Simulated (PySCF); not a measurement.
Below is a simulated gas-phase C 1s photoelectron spectrum of `C1=CC[SiH2]C1`.

Every computed line was given a Gaussian of 0.5 eV full width at half maximum and an area set by the number of equivalent atoms; the highest printed point is 100. Method used: delta-SCF UKS SCAN, pcX-2 on the ionised atom, pcseg-1 elsewhere, spin-free X2C (PySCF).

binding energy (eV), intensity and a bar:
```
    289.4          0 
    289.5          1 
    289.6          4 #
    289.7         11 ###
    289.8         27 ########
    289.9         52 ################
    290.0         81 ########################
    290.1        100 ##############################
    290.2         99 ##############################
    290.3         79 ########################
    290.4         51 ###############
    290.5         26 ########
    290.6         11 ###
    290.7          4 #
    290.8          1 
    290.9          0
```

Q: Count the maxima, the lines and the sites behind this envelope.

A: The curve has 1 maximum (at 290.1 eV). Under it lie 2 lines from 2 inequivalent carbon sites. At this width some lines have no maximum of their own.

Q: Decompose the envelope and assign each component. Numbering: `[CH:1]1=[CH:2][CH2:3][SiH2:4][CH2:5]1`.

A: 
```
position (eV)  relative area  line  atoms                  environment
       290.13              2  C 1s  C3/C5  sp3 carbon bound to silicon
       290.16              2  C 1s  C1/C2             alkene CH carbon
```

Q: What are the centre and the root-mean-square width of the whole band?

A: The area-weighted mean of the lines is 290.15 eV. Their own spread about it is 0.02 eV (rms) and each Gaussian has σ = 0.5/2.355 = 0.21 eV; the variances add, which gives 0.21 eV.

Q: Above which line width would these two lines show one maximum?

A: Two equal Gaussians merge once their distance is under 2σ = FWHM/1.177. With 0.03 eV between them that is a full width over 0.04 eV.

The 2 C 1s values lie within 0.03 eV of each other; Gaussian lines of 0.5 eV full width would blend them into one maximum.

Shake-up satellites, vibrational structure and lifetime widths aren't simulated. The first atom of each set that the bonding makes equivalent was ionised and stands for the set. Geometry: PBE0-D3(BJ)/def2-SVP; no solvent, vibrations or thermal averaging.
